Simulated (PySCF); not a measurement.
C4H7F.

```xyz
12

C     -0.1143     2.0628     0.0000
C      0.6335     0.7605     0.0000
C      0.1042    -0.4628     0.0000
C     -1.3250    -0.8990     0.0000
F      0.9399    -1.5273     0.0000
H      0.1472     2.6654    -0.8858
H     -1.2049     1.9247     0.0000
H      0.1472     2.6654     0.8858
H      1.7284     0.8045     0.0000
H     -1.5270    -1.5190    -0.8882
H     -1.5270    -1.5190     0.8882
H     -2.0135    -0.0453     0.0000
```
Charge 0, spin multiplicity 1.

Geometry: ωB97X-D3(BJ)/def2-SVP.

The numbers are results of B3LYP/pcSseg-1 run with PySCF, not measurements. Non-relativistic, no solvent.

**Question.** Give the absolute GIAO shielding of each atom: isotropic value and principal components (ppm). (An estimate is asked for; the answer gives what the named calculation found.)

**Answer.** 
```csv
atom,σ(iso),σ11,σ22,σ33,span
C1,164.6,153.7,162.0,178.1,24.4
C2,71.9,-23.3,93.4,145.5,168.8
C3,11.7,-88.9,60.4,63.5,152.4
C4,164.1,152.3,160.1,179.9,27.6
F5,263.3,173.6,294.1,322.2,148.6
H6,29.6,25.5,27.3,36.1,10.6
H7,29.9,25.8,30.4,33.5,7.7
H8,29.6,25.5,27.3,36.1,10.6
H9,26.3,23.6,26.0,29.3,5.7
H10,29.6,26.0,27.3,35.5,9.5
H11,29.6,26.0,27.3,35.5,9.5
H12,29.4,24.9,29.9,33.3,8.4
```
